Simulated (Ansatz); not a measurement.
`C=C[Si](N)(O)F` → `C=CF` + `N[Si]O`  (silylene formation by 1,1-elimination)

Gas-phase electronic energies from Ansatz, PBE0-D4/def2-TZVP geometries. CCSD(T)/CBS adds triple-zeta CCSD(T) − MP2 to the extrapolated MP2 energy (def2 sets, frozen cores). This one scheme is used for every species. Functionals use def2-TZVPP. One conformer a species, not always the lowest.

```tsv
level	ΔE (kJ/mol)	difference from CCSD(T)/CBS
LDA (SPW92)	362.3	-16.9
PBE-D4	342.2	-37.0
BLYP-D4	335.2	-44.0
B97M-V	367.0	-12.2
BHLYP-D4	383.6	4.4
ωB97M-V	361.2	-18.0
PBE-QIDH	386.8	7.6
PBE	330.3	-48.9
r2SCAN	374.5	-4.7
PBE0	357.1	-22.1
r2SCANh	379.4	0.2
MP2/def2-SVP	359.9	-19.3
HF/def2-TZVPP	372.6	-6.6
SCS-MP2/def2-TZVPP	379.2	0.0
MP2/CBS(def2)	399.5	20.3
CCSD/CBS(def2)	380.2	1.0
CCSD(T)/CBS	379.2	0
```

(1) What do rigid-rotor, harmonic-oscillator terms from PBE0-D4/def2-TZVP frequencies (298.15 K, 1 bar) make of the CCSD(T)/CBS value? (Best estimate.)

Largest T1 diagnostic among the species: 0.014.

## Answers

(1) Ansatz gave: ΔZPE = -7.7 kJ/mol, ΔH = +372.6 kJ/mol, ΔS = 165 J/(mol·K), ΔG = +323.4 kJ/mol.

From PBE to PBE0 (25 % exact exchange), in def2-TZVPP and without D4, ΔE moves by +26.8 kJ/mol. Leaving LDA and LC-ωPBE aside and taking each functional with its dispersion term where it has one, the values, not all of them listed here, spread over 55.0 kJ/mol, from BLYP-D4 to r2SCAN0-D4. LDA lies +32.0 kJ/mol from PBE without D4. At CCSD(T), def2-SVP lies −43.4 kJ/mol from the extrapolated value and def2-TZVPP −7.8 kJ/mol.
